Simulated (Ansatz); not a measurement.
The same ligand exchange along the group B, Al, Ga, In.

Gas-phase electronic energies from Ansatz, PBE0-D4/def2-TZVP geometries. CCSD(T)/CBS is the MP2 limit (def2-TZVPP, def2-QZVPP) plus CCSD(T) − MP2 in def2-TZVPP, frozen cores. This one scheme is used for every species. DFT in def2-TZVPP. Elements past krypton have def2 core potentials. For Ga, In outer-core shells are correlated without core-valence functions, which leaves a few kJ/mol of doubt a bond. Scalar relativity is left out up to krypton.

```tsv
reaction	B2PLYP (kJ/mol)	ωB97X-V (kJ/mol)	CCSD(T)/CBS(def2) (kJ/mol)
`BC#C` + CH₃NH₂ → `BNC` + `C#C`	-101	-103	-104
`C#[C][AlH2]` + CH₃NH₂ → `C[NH][AlH2]` + `C#C`	-35	-35	-35
`C#[C][GaH2]` + CH₃NH₂ → `C[NH][GaH2]` + `C#C`	-14	-13	-16
`C#[C][InH2]` + CH₃NH₂ → `C[NH][InH2]` + `C#C`	12	14	8
```

Largest T1 diagnostic: 0.016, for `C[NH][InH2]`.
